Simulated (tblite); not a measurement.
Input of a run (GFN2-xTB geometry optimisation, gas phase (tblite 0.8.0)), started from a force field or distance geometry:
```
{"job": {"kind": "relax", "xc": "GFN2-xTB", "basis": "xTB"}, "charge": 0, "multiplicity": 1}
O     -1.874100     0.552000     1.798000
S     -1.900800    -0.171000     0.541600
O     -1.962100    -1.622800     0.535900
O     -3.193400     0.375200    -0.251000
C     -0.668100     0.423600    -0.559500
C     -0.693000    -0.260500    -1.953200
S      1.126100    -0.104800    -2.035400
C      0.750300    -0.116400    -0.221800
O      1.587700     0.781300     0.515300
Si     2.941700     0.184700     1.259200
H     -3.889400     0.580900     0.417600
H     -0.711300     1.519200    -0.623200
H     -1.239800     0.294300    -2.710000
H     -1.025000    -1.301000    -1.969200
H      0.725700    -1.130800     0.189500
H      3.884000    -0.331600     0.247500
H      2.543200    -0.920400     2.154200
H      3.589800     1.254600     2.046000
```

Output (eV, eV/Å):
```
step      E/eV     max force
  0    -953.03116    2.321
  1    -953.22257    0.799
  2    -953.27360    0.631
  3    -953.31630    0.511
  4    -953.33798    0.389
  5    -953.35390    0.357
  6    -953.37265    0.351
  7    -953.38758    0.414
  8    -953.40059    0.367
  9    -953.41111    0.253
 10    -953.42001    0.245
 11    -953.42832    0.242
 12    -953.43572    0.198
 13    -953.44090    0.191
 14    -953.44487    0.148
 15    -953.44852    0.160
 16    -953.45216    0.143
 17    -953.45563    0.141
 18    -953.45872    0.155
 19    -953.46145    0.157
 20    -953.46405    0.135
 21    -953.46671    0.142
 22    -953.46939    0.133
 23    -953.47220    0.132
 24    -953.47541    0.152
 25    -953.47903    0.157
 26    -953.48272    0.144
 27    -953.48605    0.117
 28    -953.48883    0.117
 29    -953.49113    0.122
 30    -953.49308    0.136
 31    -953.49458    0.093
 32    -953.49565    0.077
 33    -953.49659    0.073
 34    -953.49761    0.095
 35    -953.49868    0.097
 36    -953.49958    0.068
 37    -953.50024    0.080
 38    -953.50081    0.078
 39    -953.50144    0.065
 40    -953.50215    0.074
 41    -953.50282    0.070
 42    -953.50348    0.068
 43    -953.50406    0.066
 44    -953.50453    0.055
 45    -953.50478    0.050
 46    -953.50500    0.043
 47    -953.50519    0.033
 48    -953.50538    0.044
 49    -953.50555    0.036
 50    -953.50569    0.031
 51    -953.50585    0.027
 52    -953.50606    0.047
 53    -953.50631    0.058
 54    -953.50654    0.042
 55    -953.50675    0.038
 56    -953.50698    0.037
 57    -953.50733    0.079
 58    -953.50786    0.109
 59    -953.50853    0.102
 60    -953.50912    0.061
 61    -953.50953    0.042
 62    -953.50984    0.046
 63    -953.51018    0.056
 64    -953.51066    0.070
 65    -953.51119    0.083
 66    -953.51172    0.076
 67    -953.51218    0.082
 68    -953.51262    0.057
 69    -953.51283    0.051
 70    -953.51305    0.034
 71    -953.51319    0.036
 72    -953.51336    0.032
 73    -953.51355    0.042
 74    -953.51373    0.043
 75    -953.51387    0.026
 76    -953.51401    0.027
 77    -953.51415    0.032
 78    -953.51431    0.035
 79    -953.51446    0.031
 80    -953.51462    0.037
 81    -953.51482    0.041
 82    -953.51507    0.048
 83    -953.51534    0.051
 84    -953.51559    0.034
 85    -953.51581    0.037
 86    -953.51602    0.040
 87    -953.51622    0.034
 88    -953.51640    0.034
 89    -953.51654    0.037
 90    -953.51667    0.027
 91    -953.51679    0.026
 92    -953.51687    0.024
 93    -953.51693    0.018
 94    -953.51699    0.026
 95    -953.51706    0.032
 96    -953.51715    0.031
 97    -953.51722    0.019
 98    -953.51728    0.016
 99    -953.51732    0.022
100    -953.51738    0.030
101    -953.51745    0.024
102    -953.51751    0.019
103    -953.51757    0.019
104    -953.51764    0.026
105    -953.51774    0.036
106    -953.51784    0.029
107    -953.51793    0.029
108    -953.51803    0.024
109    -953.51817    0.036
110    -953.51836    0.046
111    -953.51852    0.034
112    -953.51861    0.045
113    -953.51866    0.011
114    -953.51868    0.013
115    -953.51869    0.009
```

Q: Summarise the run.

A: The energy falls by 0.488 eV over 115 L-BFGS steps, the largest force on an atom goes from 2.32 to 0.009 eV/Å, and the atoms move by 0.369 Å rms after alignment. The bond that changes most is C8–O9 (sp3 carbon bound to oxygen to silyl ether oxygen), which shortens by 0.082 Å. Bonds longer at the end by more than 0.005 Å: 3 of 18; shorter: 11. Among the angles that change most is O9–Si10–H18, from 109.7° to 97.3°. Among the dihedrals that turn most is O3–S2–O4–H11, from 96° to 123°. The energy never rose by more than 1e-5 eV on the way. The first step brought 39 % of the lowering.

Q: What are the final bond lengths?

A: O1=S2 1.429 Å, S2=O3 1.424 Å, S2–O4 1.616 Å, S2–C5 1.800 Å, C5–C6 1.513 Å, C6–S7 1.833 Å, S7–C8 1.858 Å, C8–O9 1.350 Å, O9–Si10 1.640 Å, C5–C8 1.523 Å, O4–H11 0.959 Å, C5–H12 1.086 Å, C6–H13 1.087 Å, C6–H14 1.089 Å, C8–H15 1.097 Å, Si10–H16 1.462 Å, Si10–H17 1.463 Å, Si10–H18 1.453 Å. Numbering counts from 1 in the input's order; the species is `O=S(=O)(O)[C@@H]1CS[C@H]1O[SiH3]`.

Its GFN2-xTB frequencies are all real (lowest 21 cm⁻¹). One conformer, not necessarily the lowest. 2 starts were optimised and ended at 0.00 and 0.17 kcal/mol (GFN2-xTB); the lowest of these is shown.

The numbers are calculated, not measured.
